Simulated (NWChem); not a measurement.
# CH$_{4}$AlClO; SMILES [Cl][Al]([OH])[CH3]

```xyz
8

Al    -0.0635    -0.4012     0.0001
Cl     0.1093     1.7050     0.0000
C      1.4919    -1.5475     0.0000
H      1.2038    -2.6096     0.0040
H      2.1236    -1.3566     0.8826
H      2.1188    -1.3622    -0.8872
O     -1.6230    -1.0718     0.0000
H     -2.4464    -0.5810    -0.0002
```
Atoms are numbered in this order, from 1.

All runs: NWChem. All runs use the structure optimised with PBE0/def2-SVP. Ions are spin-unrestricted doublets at the neutral geometry; other ion states weren't tried.

For level PBE/def2-SVP:

```
Property                               Value
-------------------------------------  -----
vertical ionisation energy, ΔSCF (eV)  10.26
−ε(HOMO) (eV)                           7.12
```

Q: How do the values read with level B3LYP/def2-SVP instead?

A: 
- vertical ionisation energy, ΔSCF (eV): 10.67
- −ε(HOMO) (eV): 8.25
